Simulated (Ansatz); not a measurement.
```yaml
crystal:
  periodic: [false, false, false]
  atoms:
    - {symbol: C, position_ang: [0.926124, 1.012338, 0.470315]}
    - {symbol: C, position_ang: [0.618636, -0.509611, 0.817503]}
    - {symbol: C, position_ang: [1.255181, -1.150296, 0.166948]}
    - {symbol: N, position_ang: [-0.906143, -0.590260, 0.360004]}
    - {symbol: Zr, position_ang: [-2.040047, 0.435497, -0.568268]}
    - {symbol: Cl, position_ang: [-2.740147, 2.369099, 0.234669]}
    - {symbol: Cl, position_ang: [-1.244558, 1.244236, -3.061681]}
    - {symbol: Cl, position_ang: [-4.067926, -0.474684, -0.880751]}
    - {symbol: H, position_ang: [0.194352, 1.944608, 0.501972]}
    - {symbol: H, position_ang: [1.180642, 1.169157, -0.643719]}
    - {symbol: H, position_ang: [1.896900, 1.199179, 0.619899]}
    - {symbol: H, position_ang: [0.548795, -0.534112, 1.995757]}
    - {symbol: H, position_ang: [2.539492, -1.243100, 0.362560]}
    - {symbol: H, position_ang: [0.765243, -2.292067, 0.367440]}
    - {symbol: H, position_ang: [1.494153, -1.512573, -0.931288]}
    - {symbol: H, position_ang: [-1.146251, -1.661660, 0.051711]}
basis:
  gaussian: {orbitals: ANO-RCC-VTZP, fitting: {mean_field: cc-pVTZ-jkfit}, final_grid: {core_spheres: 8, valence_spheres: 7, degree: 23}}
hamiltonian: {xc: {name: r2SCANh}}
accuracy: high
```

```sh
$ ansatz run in.yaml --threads 4 --pin off --events-out ev --progress --plain --max-ram 66560MiB --backend cuda --devices 0, --max-vram 37GiB
```

Problem. How does Ansatz answer? (Best estimate.)

Solution. The calculation gave: The input was rejected before any iteration.
```
Functional definition: r2SCANh
Error: <dir> the basis set cc-pVTZ-JKFIT has no functions for Zr
```
